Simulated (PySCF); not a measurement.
FRb, triplet, at the geometry of the source list (a higher spin typed on purpose: for a closed-shell molecule this is an excited state) (core potentials on Rb); DF-HF/def2-SVPD run with PySCF.

Input for PySCF:
```python
from pyscf import gto, scf

mol = gto.M(
    atom='''
Rb   -0.587300   -0.484300   -0.793300
F     0.587300    0.484300    0.793300
''',
    basis='def2-svpd',
    ecp={'Rb': 'def2-svpd'},
    charge=0,
    spin=2,
    verbose=4,
)

mf = scf.UHF(mol)
mf = mf.density_fit(auxbasis='def2-universal-jkfit')
mf.kernel()
```

Q: Write the output that PySCF gives for this input, abridged.

A: 
```
PySCF version 2.14.0

[INPUT] verbose = 4
[INPUT] num. atoms = 2
[INPUT] num. electrons = 18
[INPUT] charge = 0
[INPUT] spin (= nelec alpha-beta = 2S) = 2
[INPUT] symmetry False subgroup None
[INPUT] Mole.unit = angstrom
[INPUT] Symbol           X                Y                Z      unit          X                Y                Z       unit  Magmom
[INPUT]  1 Rb    -0.587300000000  -0.484300000000  -0.793300000000 AA   -1.109836152957  -0.915194362127  -1.499119734617 Bohr   0.0
[INPUT]  2 F      0.587300000000   0.484300000000   0.793300000000 AA    1.109836152957   0.915194362127   1.499119734617 Bohr   0.0

nuclear repulsion = 19.4930702210876
number of shells = 20
number of NR pGTOs = 71
number of NR cGTOs = 50
basis = def2-svpd
ecp = {'Rb': 'def2-svpd'}

******** <class 'pyscf.df.df_jk.DFUHF'> ********
method = DFUHF
initial guess = minao
damping factor = 0
level_shift factor = 0
DIIS = <class 'pyscf.scf.diis.CDIIS'>
diis_start_cycle = 1
diis_space = 8
diis_damp = 0
SCF conv_tol = 1e-09
SCF conv_tol_grad = None
SCF max_cycles = 50
direct_scf = False
number electrons alpha = 10  beta = 8
Set gradient conv threshold to 3.16228e-05
******** <class 'pyscf.df.df.DF'> ********
auxbasis = def2-universal-jkfit
init E= -119.902219680926

cycle= 1 E= -123.005828011013  delta_E= -3.1  |g|= 0.289  |ddm|= 1.23
cycle= 2 E= -123.044599991649  delta_E= -0.0388  |g|= 0.0726  |ddm|= 0.261
cycle= 3 E= -123.051211745776  delta_E= -0.00661  |g|= 0.0234  |ddm|= 0.14
cycle= 4 E= -123.052073521743  delta_E= -0.000862  |g|= 0.00657  |ddm|= 0.0953
cycle= 5 E= -123.052120737765  delta_E= -4.72e-05  |g|= 0.00259  |ddm|= 0.0333
cycle= 6 E= -123.052130520584  delta_E= -9.78e-06  |g|= 0.000751  |ddm|= 0.0233
cycle= 7 E= -123.052131419681  delta_E= -8.99e-07  |g|= 0.000211  |ddm|= 0.00784
cycle= 8 E= -123.052131491179  delta_E= -7.15e-08  |g|= 4.51e-05  |ddm|= 0.00186
cycle= 9 E= -123.052131496886  delta_E= -5.71e-09  |g|= 1.32e-05  |ddm|= 0.000379
cycle= 10 E= -123.052131497961  delta_E= -1.08e-09  |g|= 6.08e-06  |ddm|= 0.000108
cycle= 11 E= -123.052131498393  delta_E= -4.32e-10  |g|= 2.37e-06  |ddm|= 8.62e-05
Extra cycle  E= -123.052131498432  delta_E= -3.86e-11  |g|= 1.62e-06  |ddm|= 1.61e-05
converged SCF energy = -123.052131498432  <S^2> = 2.0042993  2S+1 = 3.0028648
```
